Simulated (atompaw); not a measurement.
**What one change does to a pseudopotential (titanium, PAW (atompaw))**

- Element: titanium
- Generator: atompaw 4.2.0.5
- Type: PAW
- Functional: PBE
- Relativity: scalar-relativistic
- Frozen core: [Ar]
- Valence charge: 4
- Reference configuration: 3d2 4s1 4p0 (charge +1)
- Partial waves: 4s (bound): rc 3.00 bohr; 4s channel at 0.75 Ry: rc 3.00 bohr; 4p (bound, empty): rc 3.00 bohr; 4p channel at 1.6 Ry: rc 3.00 bohr; 3d (bound): rc 2.35 bohr; 3d channel at 0.95 Ry: rc 3.00 bohr
- Local potential: troulliermartins scheme with l = 3 at -0.5 Ry, radius 2.95 bohr
- Core correction: smooth core density matched at 2.30 bohr
- Augmentation charge: besselshape compensation charge, radius 2.90 bohr; PAW radius 3.00 bohr; waves and projectors: custom polynom gramschmidtortho

Change: wave 3d (bound): rc 2.35 bohr becomes 3d (bound): rc 2.52 bohr.

Cutoffs: the cutoffs (Ry, on a coarse ladder) from which the occupation-weighted sum of valence levels, in a spherical-Bessel basis at the reference potential, stays within 10 and 1 mRy of its value at 400 Ry; they do not see the model core or the augmentation charge, which bear on the density cutoff.

Question: What does the change do?

Answer: The potential gets softer (15 Ry and 30 Ry → 12 Ry and 25 Ry); both files keep a bound ghost (s).

| quantity | base | changed |
| --- | --- | --- |
| cutoff, loose | 15 Ry | 12 Ry |
| cutoff, tight | 30 Ry | 25 Ry |
| loose cutoff by channel (10 mRy a level) | s 6 Ry, d 15 Ry | s 6 Ry, d 12 Ry |
| bound ghosts | s | s |
| s: phases at 3.02 bohr within 0.05 rad from the reference energy up to (Ry; the scan ends near 5) | to the end of the scan | to the end of the scan |
| p: phases at 3.02 bohr within 0.05 rad from the reference energy up to (Ry; the scan ends near 5) | 0.8 | 0.8 |
| d: phases at 3.02 bohr within 0.05 rad from the reference energy up to (Ry; the scan ends near 5) | 3.4 | 3.0 |
| lowest overlap eigenvalue by channel | s 0.00, p 0.32, d 0.76 | s 0.00, p 0.32, d 0.82 |

 A true bound ghost makes a file unfit for plane-wave use even where its test errors are small: the radial tests pick states by their node count and pass the ghost by. The cutoffs see the waves, projectors and local potential, not the compensation charge or the core.
